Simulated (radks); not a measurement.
Ionisation of the boron ion B+, [He] 2s2, to [He] 2s1 as the strength of local exchange is varied. All-electron calculation, Dirac Kohn-Sham, Slater X-alpha exchange (alpha = 2/3 is LDA exchange), no correlation, spin-unpolarised, spherical densities, finite nucleus; Fermi nuclear charge, rms radius 2.406 fm. Program: a radial shooting solver on a logarithmic mesh with Libxc functionals.

alpha  E(B+) (hartree)  exchange (hartree)  IE (eV)  -e of the level emptied (eV)  <r> of it (bohr)
0.643        -23.68694            -2.88930   23.757                17.888 (2s1/2)             1.815
0.667        -23.79494            -3.00548   24.035                18.158 (2s1/2)             1.806
0.773        -24.27549            -3.52578   25.283                19.376 (2s1/2)             1.768
0.866        -24.70193            -3.99189   26.405                20.475 (2s1/2)             1.735
0.992        -25.28687            -4.63772   27.963                22.010 (2s1/2)             1.694
1.039        -25.50717            -4.88284   28.556                22.596 (2s1/2)             1.679

NIST Atomic Spectra Database: 25.155 eV (measured). The Delta-SCF value meets it near alpha = 0.76. Spin polarisation and multiplet splitting are left out, so open shells lie too high by an amount that depends on their filling.

Beside tabulated values, note that spin-unpolarised runs miss the spin-polarisation part of the exchange energy of open shells.
